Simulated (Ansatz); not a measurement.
A geometry relaxed with B3LYP-D3(BJ)/def2-TZVP (Ansatz, a first-principles code), charge 0, multiplicity 1:

```xyz
5

H      1.7270    -0.3173    -0.0987
B     -0.3582     1.0184    -1.1376
H     -1.3246    -0.8615     0.0506
B      0.7710     0.2187    -0.5243
C     -0.8152    -0.0582    -0.4505
```

Q: Write the SMILES of this molecule.

A: `B1=CB1`
